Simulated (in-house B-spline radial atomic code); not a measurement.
RPA and G0W0 on BHandHLYP: Te VII (Te6+)

Configuration [Kr] 4d10, mean-field start BHandHLYP. Computed with an all-electron radial atomic-structure program (B-spline basis): all electrons, scalar-relativistic (spin-free one-electron X2C), finite nucleus, each spin shell either full or empty, empty states to l = 9 with an (l + 1/2)⁻⁴ tail; G0W0 by contour deformation at full frequency.

Command:
```bash
python run_gw.py task.json out
```
Settings (radii: box in bohr, nucleus in fm):
```
Z                        52
electrons                46
configuration            [Kr] 4d10
hamiltonian              x2c
method                   bhandhlyp
lmax                     9
rms_radius               4.7423
spin_polarised           False
box_radius               9.29
intervals                66
```

Time taken, with all properties: 4.1 s on 1 thread of Arm Neoverse N1, with other jobs on the host.

Energies (hartree):

```json
{"term": "mean-field total", "value": "-6785.67705"}
{"term": "Hartree-Fock functional on these orbitals", "value": "-6783.06312"}
{"term": "direct second order", "value": "-3.9344"}
{"term": "second-order exchange", "value": "1.0956"}
{"term": "SOSEX correction", "value": "1.0374"}
```

Task: What is the RPA correlation energy, and what remains with SOSEX?

Result: RPA gives -3.5537 hartree (-2.1 eV per electron); RPA + SOSEX gives -2.5163, and the second-order doubles -2.8388 hartree (no singles). SOSEX takes back 29 % of the RPA value.

Quasi-particle levels (eV):

```json
{"level": "4d", "occupied": "yes", "mean field": "-119.91", "Σx - vxc": "-5.21", "Σc": "?", "QP weight": "?", "G0W0": "?"}
{"level": "5s", "occupied": "no", "mean field": "-74.00", "Σx - vxc": "5.13", "Σc": "-1.98", "QP weight": "0.986", "G0W0": "-70.85"}
```

G0W0 = mean field + (Σx - vxc) + Σc, with Σc (partial-wave tail included) taken at the quasi-particle energy. Only the outer levels were computed. Levels of low weight are left out.

Task: Where does G0W0 put 4d?

Result: At -125.21 eV, with Σc = -0.09 eV and a quasi-particle weight of 0.969. The tabulated removal energy is 124.2 ± 0.06 eV (NIST, measured); the calculation leaves out spin-orbit coupling, Breit and QED terms, and what these don't explain is the method's own error.
